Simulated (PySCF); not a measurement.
# Continuum solvent and chemical shifts

Molfile (atoms numbered from 1):
```
C6H9BN2O
     RDKit          3D

 19 20  0  0  0  0  0  0  0  0999 V2000
    3.3809    0.0305    0.7129 C   0  0  0  0  0  0  0  0  0  0  0  0
    3.2249    0.1553   -0.6376 C   0  0  0  0  0  0  0  0  0  0  0  0
    1.9251    0.1550   -0.9645 O   0  0  0  0  0  0  0  0  0  0  0  0
    1.1902    0.0254    0.1805 C   0  0  0  0  0  0  0  0  0  0  0  0
   -0.3546   -0.0023    0.0451 B   0  0  0  0  0  0  0  0  0  0  0  0
   -1.0768    0.0960   -1.1716 N   0  0  0  0  0  0  0  0  0  0  0  0
   -2.4928    0.2225   -0.8921 C   0  0  0  0  0  0  0  0  0  0  0  0
   -2.6232   -0.3198    0.5417 C   0  0  0  0  0  0  0  0  0  0  0  0
   -1.2992   -0.1243    1.1028 N   0  0  0  0  0  0  0  0  0  0  0  0
    2.0596   -0.0530    1.2409 C   0  0  0  0  0  0  0  0  0  0  0  0
    4.3217    0.0006    1.2582 H   0  0  0  0  0  0  0  0  0  0  0  0
    3.9315    0.2505   -1.4591 H   0  0  0  0  0  0  0  0  0  0  0  0
   -0.7112    0.4101   -2.0582 H   0  0  0  0  0  0  0  0  0  0  0  0
   -2.8262    1.2788   -0.9344 H   0  0  0  0  0  0  0  0  0  0  0  0
   -3.1241   -0.3453   -1.5963 H   0  0  0  0  0  0  0  0  0  0  0  0
   -3.4105    0.2110    1.1030 H   0  0  0  0  0  0  0  0  0  0  0  0
   -2.9041   -1.3919    0.5206 H   0  0  0  0  0  0  0  0  0  0  0  0
   -1.1135   -0.4761    2.0305 H   0  0  0  0  0  0  0  0  0  0  0  0
    1.7791   -0.1555    2.2877 H   0  0  0  0  0  0  0  0  0  0  0  0
  1  2  2  0
  2  3  1  0
  3  4  1  0
  4  5  1  0
  5  6  1  0
  6  7  1  0
  7  8  1  0
  8  9  1  0
  4 10  2  0
 10  1  1  0
  9  5  1  0
  1 11  1  0
  2 12  1  0
  6 13  1  0
  7 14  1  0
  7 15  1  0
  8 16  1  0
  8 17  1  0
  9 18  1  0
 10 19  1  0
M  END
```

GIAO PBE0/pcSseg-1 in PySCF 2.14 on one PBE0-D3(BJ)/def2-SVP conformer, non-relativistic, equivalent nuclei averaged. Solvents enter as an IEF-PCM continuum (acetone with ε = 20.5, acetonitrile with ε = 35.7) around the gas-phase geometry. Shifts are referred to TMS, BF3·OEt2 computed in the same medium.

Gas phase, δ in ppm: C4 158.7, C2 149.1, C10 124.4, C1 115.5, C7/C8 48.0, B5 25.5, H12 7.49, H19 6.83, H11 6.52, H14/H15/H16/H17 3.39, H13/H18 2.41. Dipole moment 0.79 D.

**Question.** How does each δ change in the continuum?

**Answer.** 
| atoms | environment | Δδ, acetone | Δδ, acetonitrile |
| --- | --- | --- | --- |
| C4 | substituted aromatic carbon next to the ring oxygen | +0.6 | +0.6 |
| C2 | aromatic CH next to the ring oxygen | +2.8 | +2.9 |
| C10 | aromatic CH | +2.0 | +2.0 |
| C1 | aromatic CH | +1.4 | +1.5 |
| C7/C8 | sp3 CH2 bonded to N | +0.8 | +0.8 |
| B5 | boron bonded to C, 2 N, in a 5-membered ring | +0.6 | +0.6 |
| H12 | hydrogen on an aromatic CH next to the ring oxygen | +0.27 | +0.28 |
| H19 | hydrogen on an aromatic CH | +0.32 | +0.33 |
| H11 | hydrogen on an aromatic CH | +0.28 | +0.29 |
| H14/H15/H16/H17 | hydrogen on an sp3 CH2 bonded to N | +0.06 | +0.06 |
| H13/H18 | hydrogen on a nitrogen bonded to C, B, in a 5-membered ring | +0.47 | +0.49 |

Changes are relative to the gas phase. The dipole moment becomes 0.97 D in acetone, 0.98 D in acetonitrile.

**Question.** Which nuclei move most (in ppm), and what does the model miss?

**Answer.** C2 (aromatic CH next to the ring oxygen, +2.9 ppm) in acetonitrile. A continuum only polarises the solute; specific hydrogen bonds, the anisotropy of aromatic solvents and changes of geometry or conformer are outside it.
